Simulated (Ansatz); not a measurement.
The first iterations of a band of BClH2O + ClH (7 atoms, charge 0, multiplicity 1).

Level of theory: RHF/def2-SVP in Ansatz.

```json
{"movable images": "5", "climbing image": "yes", "spring": "5.0 eV/Å²", "optimiser": "quadratic models (default)", "start path": "through a guess of the saddle point", "force threshold": "0.05 eV/Å", "iteration limit": "60", "end points": "relaxed"}
```

First end point:

```xyz
7
Properties=species:S:1:pos:R:3
B -0.088 -0.600 -0.087
H -0.278 -1.170 0.943
Cl 1.579 -0.129 -0.497
O -1.049 -0.306 -0.955
H -1.918 -0.563 -0.687
Cl 0.037 2.575 1.864
H 1.033 2.198 1.165
```

Last end point:

```xyz
7
Properties=species:S:1:pos:R:3
B -0.219 0.520 -0.915
H 0.717 0.049 3.760
Cl 1.126 -0.133 -1.869
O -1.423 -0.033 -0.962
H -1.508 -0.785 -1.529
Cl 0.040 1.925 0.112
H 0.584 0.462 3.152
```

| iteration | highest image above the first end (eV) | largest band force component (eV/Å) |
| --- | --- | --- |
| 1 | 6.662 | 40.053 |
| 2 | 2.977 | 7.254 |
| 3 | 2.208 | 3.902 |
| 4 | 2.056 | 3.168 |
| 5 | 1.713 | 3.819 |
| 6 | 1.206 | 1.950 |
| 7 | 1.004 | 1.118 |
| 8 | 0.922 | 2.237 |
| 9 | 0.900 | 1.080 |
| 10 | 0.850 | 0.728 |
| 11 | 0.850 | 0.503 |
| 12 | 0.864 | 0.550 |
| 13 | 0.804 | 1.913 |
| 14 | 0.923 | 1.743 |

Question: Does the band converge within its limit, and where does its top end?

Answer: The run converged. It ended after 43 iterations with the highest image 2.125 eV above the first end. Neighbouring images differ by up to 2.3 eV, so the band resolves the path poorly. A vibrational analysis at the climbing image gives one clearly imaginary mode, 1330i cm⁻¹: a first-order saddle point. The orbitals stay closed-shell, which can raise the energy where a bond breaks towards radicals; this wasn't checked here.

Time of the run: 3.7 min on 1 thread of Arm Neoverse V2, on a shared host, peak memory 0.14 GiB.
